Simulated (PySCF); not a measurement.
**NMR problem set**

Calculated, not measured (PySCF 2.14.0 with density-fitted response routines): σ from GIAO-PBE0/pcSseg-1, geometry from GFN2-xTB. Equivalent nuclei averaged, no solvent, single conformer, relativity neglected.

Chemical shifts δ = σref − σ; TMS for 1H (σ = 31.72 ppm), 13C (σ = 186.93 ppm), all at this level. Splittings of carbon signals by F and P are missing where no couplings were computed. Where no couplings were computed, multiplicities follow the n + 1 count of equivalent neighbours, and m marks all less simple cases (inequivalent or close neighbours, rings, F or P nearby). Shifts are as computed. Against solution values, carbons near 30 ppm lie about +3 ppm off and those near 130 ppm about +5 ppm. Of 1211 compounds with measured shifts, 218 miss one by over three times the rms of a fit or turn the order of signals round; such compounds aren't used in these exercises.

(1) C6H13OP. 1H NMR (500 MHz, computed): δ 6.84 (m, 1H), 6.61 (m, 1H), 6.23 (m, 1H), 1.30 (m, 3H), 1.28 (m, 3H), 1.27 (m, 1H), 1.16 (m, 3H). 13C{1H} NMR (computed): δ 143.2 (CH), 143.1 (CH2), 33.5 (CH), 18.0 (CH3), 17.0 (CH3), 15.7 (CH3). What is it?

(2) C6H13OP. 1H NMR (400 MHz, computed): δ 2.43 (m, 1H), 2.37 (m, 1H), 2.16 (m, 1H), 1.69 (m, 1H), 1.35 (m, 3H), 1.29 (m, 3H), 1.07 (d, 3H). 13C{1H} NMR (computed): δ 49.9, 45.8, 23.7, 18.9, 18.4, 10.1. Identify the compound.

Answers

(1) SMILES C=C[P@@](C)(=O)C(C)C. 6 carbon signals for 6 carbons: no two carbons are equivalent. Carbon types of the structure: 2 × CH, 1 × CH2, 3 × CH3, which accounts for all hydrogens. δC 143.2: alkene CH; an sp2 carbon of a C=C bond. δC 143.1: terminal =CH2 carbon; as expected for a trigonal carbon in a double bond. δC 17.0, 15.7: methyl carbon; aliphatic region, no heteroatom directly attached. δH 6.84, 6.61: hydrogen on a terminal =CH2 carbon; attached to an sp2 carbon and in the plane of the double bond.

The shifts were computed for this structure.

(2) SMILES C[C@@H]1C[P@](C)(=O)[C@@H]1C. 6 carbon signals for 6 carbons: no two carbons are equivalent. Carbon types of the structure: 2 × CH, 1 × CH2, 3 × CH3, which accounts for all hydrogens. δC 23.7: sp3 CH in a ring; saturated and bonded to C and H only. δC 18.4, 10.1: methyl carbon; saturated and bonded to C and H only. δH 2.37: hydrogen on an sp3 CH bonded to P. δH 1.35: hydrogen on a methyl carbon bonded to P.

This is the structure that produced the data.
